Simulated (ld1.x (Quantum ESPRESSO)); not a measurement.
bromine (Br), PAW: configuration errors across variants

ld1.x (Quantum ESPRESSO) 7.5 input, shortened:

```
&input
   title='Br', zed=35., rel=2, dft='PBE', iswitch=3,
   config='[Ar] 3d10 4s1 4p6 4d-2', rel_dist='average'
 /
 &inputp
   pseudotype=3, lpaw=.true., tm=.true., lloc=-2, rcloc=1.55,
   nlcc=.true., rcore=0.70,
   which_augfun='PSQ', rmatch_augfun_nc=.true.
 /
5
4S  1  0   1.00   0.00  1.35  1.70  0.0
4S  1  0   0.00   1.65  1.35  1.70  0.0
4P  2  1   6.00   0.00  1.20  1.55  0.0
4P  2  1   0.00   2.90  1.20  1.55  0.0
4D  3  2  -2.00  -0.10  1.55  1.85  0.0
 &test
   configts(1)='4s1 4p6'
 /
```

Open shells are filled in proportion to 2j + 1 (rel_dist='average').

All-electron excitation energies from the reference (eV): (1) 4s2 4p5 -12.361; (2) 4s2 4p4 0.199; (3) 4s2 4p3 22.965; (4) 4s2 4p5.3 -14.326; (5) 4s2 4p1 102.989; (6) 4s2 4p2 56.955; (7) 4s1 4p5 13.192.

3 further variants failed, have other tests or too few solved ones, and are left out.

Errors AE − PS in meV (a dash: test not solved or not reliable):

```csv
change,(1),(2),(3),(4),(5),(6),(7),bound ghosts
base,-3.7,-0.8,-5.4,-4.5,-141,-39,-2.1,not determined
"waves 4s (bound): rcut 1.35, rcutus 2.36 bohr; 4s channel at 1.65 Ry: rcut 1.35, rcutus 2.36 bohr",-3.8,-0.7,-5.1,-4.5,-135,-38,-2.1,not determined
"wave 4d channel at -0.1 Ry: rcut 1.55, rcutus 1.85 bohr becomes 4d channel at -0.1 Ry: rcut 1.55, rcutus 1.78 bohr",-3.7,-0.8,-5.4,-4.5,-141,-39,-2.1,not determined
local potential all-electron potential smoothed inside 1.70 bohr (lloc = -1),-3.7,-0.8,-5.3,-4.5,-140,-39,-2.1,not determined
local potential all-electron potential smoothed inside 1.52 bohr (lloc = -2),-3.7,-0.8,-5.4,-4.5,-141,-39,-2.1,not determined
```

**Question.** Give the same row for: core correction a·sin(br)/r model core inside 1.24 bohr.

**Answer.** -3.8, -0.8, -5.6, -4.6, -143, -40, -2.1; bound ghosts: not determined.
